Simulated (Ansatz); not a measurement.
Z-matrix (Å, degrees):
```
C
O 1 1.2074
O 1 1.3377 2 122.71
H 3 0.9715 1 107.65 2 -0.02
Si 1 1.9215 2 120.29 3 -179.98
O 5 1.6351 1 103.54 2 0.11
H 6 0.9634 5 113.17 1 -0.02
H 5 1.4821 6 112.03 7 -117.96
H 5 1.4821 8 109.97 6 125.28
```
Charge 0, spin multiplicity 1.

Level of theory: Ansatz (an electronic-structure program) with frozen-core CCSD(T)/def2-TZVPP // PBE0-D4/def2-TZVP.

The HF energy comes out as -553.90928 Ha. The MP2 correlation energy is -0.98140 Ha.

Task: Estimate the CCSD correlation energy, the (T) correction, the total energy and the T1 diagnostic.

Result: 
The CCSD correlation energy comes out as -1.00055 Ha and the (T) correction is -0.03999 Ha. The CCSD(T) total energy comes out as -554.94982 Ha and the T1 diagnostic comes out as 0.016.
